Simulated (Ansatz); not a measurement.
Compare A (`NCN[SiH3]`) with its isomer B (`NC[SiH2]N`).

Calculated with Ansatz (gas phase, PBE0-D4/def2-TZVP geometries, no zero-point term in ΔE). CCSD(T)/CBS is the MP2 limit (def2-TZVPP, def2-QZVPP) plus CCSD(T) − MP2 in def2-TZVPP, frozen cores. Functionals use def2-TZVPP. B3LYP here is the variant with VWN-RPA as its local correlation; programs differ in this. One conformer a species, not always the lowest.

Task: Which isomer does CCSD(T)/CBS put lower? Give the gap. (Best estimate.)

Result: The calculation gave: B, by 48.2 kJ/mol.

Task: Give E(B) − E(A) in kJ/mol with B2PLYP, CCSD/def2-TZVPP, PBE-D4, HF/def2-TZVPP, ωB97M-V, B3LYP, CCSD(T)/def2-TZVPP. (Best estimate.)

Result: Computed: B2PLYP -44.7, CCSD/def2-TZVPP -44.8, PBE-D4 -45.9, HF/def2-TZVPP -36.7, ωB97M-V -48.8, B3LYP -42.9, CCSD(T)/def2-TZVPP -45.3. None reverses the order clearly.

Largest T1 diagnostic: 0.010.

In def2-TZVPP, CCSD(T) changes the Hartree–Fock value by −8.6 kJ/mol (the triples alone add −0.5 kJ/mol) and MP2 by −11.4 kJ/mol.
